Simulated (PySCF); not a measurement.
**Iodine: a sound run and one with changed settings**

Sound run: I [Kr] 4d10 5s2 5p5, I⁺ [Kr] 4d10 5s2 5p4. All numbers are calculated (PySCF 2.14, scalar relativity through the core potential, in def2-TZVP with the def2 core potential (28 electrons) (6s5p3d2f, 50 functions)). In the sound run the correlated levels freeze 4s2 4p6 4d10 outside the core potential. The sound run starts from symmetry-adapted Hartree-Fock orbitals and uses a fine grid where one is needed.

Changed run: a valence shell is frozen. This setting is unsound on purpose.

```json
{"species": "I", "method": "MP2", "sound run (hartree)": "-296.77194", "changed run (hartree)": "-296.72791", "converged": "yes"}
{"species": "I", "method": "CCSD(T)", "sound run (hartree)": "-296.79430", "changed run (hartree)": "-296.73829", "converged": "yes"}
{"species": "I⁺", "method": "MP2", "sound run (hartree)": "-296.39512", "changed run (hartree)": "-296.34768", "converged": "yes"}
{"species": "I⁺", "method": "CCSD(T)", "sound run (hartree)": "-296.41562", "changed run (hartree)": "-296.35588", "converged": "yes"}
```

Ionisation energy of I:

```json
{"method": "UHF", "sound run (eV)": "9.551", "changed run (eV)": "9.551"}
{"method": "MP2", "sound run (eV)": "10.254", "changed run (eV)": "10.346"}
{"method": "SCS-MP2", "sound run (eV)": "10.252", "changed run (eV)": "10.398"}
{"method": "CCSD", "sound run (eV)": "10.272", "changed run (eV)": "10.369"}
{"method": "CCSD(T)", "sound run (eV)": "10.304", "changed run (eV)": "10.406"}
```

Freezing a valence shell removes pair correlation that changes on ionisation.

For comparison, NIST gives 10.451 eV between the lowest levels.
